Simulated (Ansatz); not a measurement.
Frontier orbitals of `FC[S][SnH3]`.

Z-matrix (Å, degrees):
```
C
S 1 1.820
F 1 1.369 2 108.0
H 1 1.093 2 110.7 3 -118.4
H 1 1.092 2 110.7 3 118.3
Sn 2 2.401 1 98.1 3 178.7
H 6 1.698 2 105.2 1 -179.8
H 6 1.707 2 108.8 1 -59.5
H 6 1.707 2 108.9 1 59.9
```

Charge 0, multiplicity 1. Correlated methods include outer-core shells of Sn, which these sets cover unevenly. Sn takes the def2 core potential. All single points use the PBE0-D4/def2-TZVP geometry. It is a higher conformer; a search finds a lower one. Basis def2-TZVPP, Ansatz 0.2.0.

Orbital energies of one run (eV). Highest occupied ones, from the top: -8.14, -9.76, -10.71, -10.85, -11.35, -12.35, -14.71, -15.94, -16.31, -16.56, -20.09, -23.91, -31.56, -31.56. Empty: 0.10, 0.94, 1.04, 1.48, 1.92, 2.57.

(1) Which functional gave them?
A. HSE06 (plane-wave form)
B. PBE0
C. BHLYP
D. r2SCAN

Results:

(1) C. HOMO energies: BHLYP -8.14, HSE06 -6.63, r2SCAN -6.06, PBE0 -7.03 eV.
